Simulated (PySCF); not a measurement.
CH$_{3}$Cl$_{3}$Si, singlet, at a GFN2-xTB geometry. Base run: DF-SVWN5/6-31G* run with PySCF.

Here is a job for PySCF.
```python
from pyscf import gto, scf, dft

mol = gto.M(
    atom='''
C    -2.085393   -0.430024    0.057358
Si   -0.225654   -0.046532    0.006206
Cl    0.680406   -1.195024   -1.390628
Cl    0.067757    1.900728   -0.455550
Cl    0.609762   -0.425689    1.808829
H    -2.266306   -1.469266    0.317442
H    -2.594686    0.186602    0.792742
H    -2.552211   -0.245996   -0.906287
''',
    basis='6-31g*',
    charge=0,
    spin=0,
    verbose=4,
)

mf = dft.RKS(mol)
mf.xc = 'lda,vwn'
mf = mf.density_fit(auxbasis='def2-universal-jkfit')
mf.kernel()
mf.analyze()
```

The base run was repeated with changes; each row names its change, and settings that it needs were set with it.

```json
[
 {"change": "base", "ΔE vs base (µEh)": "0.0", "grid points": "119368", "electrons on the grid": "74.00000"},
 {"change": "grids.radi_method = delley", "ΔE vs base (µEh)": "2.0", "grid points": "125248", "electrons on the grid": "74.00000"},
 {"change": "grids.level = 5", "ΔE vs base (µEh)": "-0.4", "grid points": "286296", "electrons on the grid": "74.00000"},
 {"change": "grids.level = 2", "ΔE vs base (µEh)": "1.7", "grid points": "74488", "electrons on the grid": "74.00000"},
 {"change": "grids.atom_grid = (150, 974)", "ΔE vs base (µEh)": "0.1", "grid points": "624360", "electrons on the grid": "74.00000"},
 {"change": "grids.prune = off", "ΔE vs base (µEh)": "0.3", "grid points": "206832", "electrons on the grid": "74.00000"},
 {"change": "grids.atom_grid = (75, 302)", "ΔE vs base (µEh)": "2.3", "grid points": "113448", "electrons on the grid": "73.99999"},
 {"change": "grids.prune = dft.gen_grid.sg1_prune", "ΔE vs base (µEh)": "15.7", "grid points": "45096", "electrons on the grid": "74.00004"},
 {"change": "small_rho_cutoff = 0", "ΔE vs base (µEh)": "0.0", "grid points": "119368", "electrons on the grid": "74.00000"},
 {"change": "grids.becke_scheme = stratmann", "ΔE vs base (µEh)": "1.0", "grid points": "119368", "electrons on the grid": "74.00000"},
 {"change": "grids.level = 4", "ΔE vs base (µEh)": "-0.8", "grid points": "190720", "electrons on the grid": "74.00000"}
]
```
